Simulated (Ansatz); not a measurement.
Cost and result up the ladder for Ge6N (7 atoms). The state is a doublet with charge 0. Geometry: PBE-D4/def2-SVP.

```xyz
7

N    -0.249    0.047    0.645
Ge    0.399   -2.075    0.492
Ge    0.719    2.022    0.319
Ge   -1.789   -1.154   -0.419
Ge    1.949   -0.112    0.948
Ge   -1.591    1.379   -0.528
Ge    0.562   -0.106   -1.456
```

Ansatz on 6 threads of Intel Xeon on a shared host. Times are rough, and most runs start from the orbitals of an earlier one. PBE0-D4/def2-TZVP serves as the yardstick here, not as an exact answer. Differences are given only for rows in sets of like size (and for xTB, whose basis is part of the method), since another set adds its own error. Binding counts from free atoms at the same level (N quartet, Ge triplet; other spins of the atoms weren't run), without zero-point energy or a counterpoise term.

Correlated methods freeze 55 core orbitals; core or outer-core shells of Ge are correlated, in sets that lack core-valence functions. The rows differ in basis, and correlated rows in double-zeta sets carry the largest basis error. Another isomer (doublet) lies 0.35 eV lower at PBE0-D4/def2-TZVP; other spin states weren't run for this one.

Correlated methods converge slowly with the basis, most of all in double-zeta sets.

```csv
level,functions,wall time,binding energy per atom (eV),difference from PBE0-D4/def2-TZVP (eV),remarks
PBE-D4/def2-SVP,206,4.6 s,3.28,–,–
PBE0-D4/def2-SVP,206,14 s,3.02,–,–
PBE-D4/def2-TZVP (with forces),319,15 s,3.30,0.25,–
MP2/def2-SVP,206,24 s,2.84,–,spin-contaminated (⟨S²⟩ 0.89)
r2SCAN-D4/def2-TZVP,319,28 s,3.10,0.05,–
r2SCANh-D4/def2-TZVP,319,46 s,3.02,-0.03,–
PBE0-D4/def2-TZVP,319,48 s,3.05,0.00,–
```
